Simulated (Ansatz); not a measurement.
Relaxation of F2H3HfO3 (9 atoms, charge 0, multiplicity 2), to a largest force component of 0.03 eV/Å in at most 50 steps.

The calculation used Ansatz, UKS PBE/def2-SVP.

```xyz
9
Properties=species:S:1:pos:R:3:forces:R:3
Hf -0.154 -0.250 -0.563 0.02 0.04 0.42
F -0.007 0.044 2.585 -0.19 -0.49 -6.77
O 1.767 -0.302 -0.755 0.00 0.00 0.01
H 2.730 -0.338 -0.813 0.00 0.00 -0.01
O -1.098 1.425 -0.760 0.00 0.00 0.01
H -1.592 2.251 -0.816 0.01 0.00 -0.01
O -1.144 -1.897 -0.376 0.00 -0.01 0.01
H -1.624 -2.723 -0.237 0.00 0.00 -0.01
F 0.029 0.141 3.933 0.17 0.46 6.34
```

Question: Where does it end, and by what steps?

Answer: The run converged. After 36 steps the energy has fallen by 6.941 eV; F9 moved furthest, 2.30 Å. Joined: Hf1–F2 (3.17 → 1.93 Å), Hf1–F9 (4.52 → 1.94 Å).

| step | energy less start (eV) | largest force component (eV/Å) | accepted |
| --- | --- | --- | --- |
| 0 | 0.0000 | 6.774 | yes |
| 2 | -2.0264 | 7.736 | yes |
| 4 | -3.8130 | 7.701 | no |
| 6 | -4.4452 | 0.263 | yes |
| 8 | -4.5046 | 0.131 | yes |
| 10 | -4.5508 | 0.354 | yes |
| 12 | -4.6282 | 0.226 | yes |
| 14 | -4.7374 | 0.339 | yes |
| 16 | -4.9885 | 0.708 | yes |
| 18 | -5.6041 | 0.807 | yes |
| 20 | -6.1098 | 1.096 | yes |
| 22 | -6.3729 | 0.734 | yes |
| 24 | -6.5055 | 1.206 | yes |
| 26 | -6.6894 | 1.873 | yes |
| 28 | -6.8164 | 1.489 | yes |
| 30 | -6.9293 | 0.391 | yes |
| 32 | -6.9393 | 0.110 | yes |
| 34 | -6.9405 | 0.127 | yes |
| 36 | -6.9414 | 0.016 | yes |

```xyz
9
Properties=species:S:1:pos:R:3
Hf -0.198 0.125 0.755
F 1.134 0.971 1.871
O 1.403 -0.821 -0.303
H 1.380 -0.905 -1.278
O -1.054 1.453 -0.354
H -1.477 2.291 -0.583
O -0.603 -1.721 -0.266
H -0.332 -2.562 0.158
F -1.345 -0.478 2.197
```

Whether the end is a true minimum wasn't checked by a vibrational analysis.

Run time: 110 s on 4 threads of Arm Neoverse V1, with other jobs on the host, peak memory 0.22 GiB.
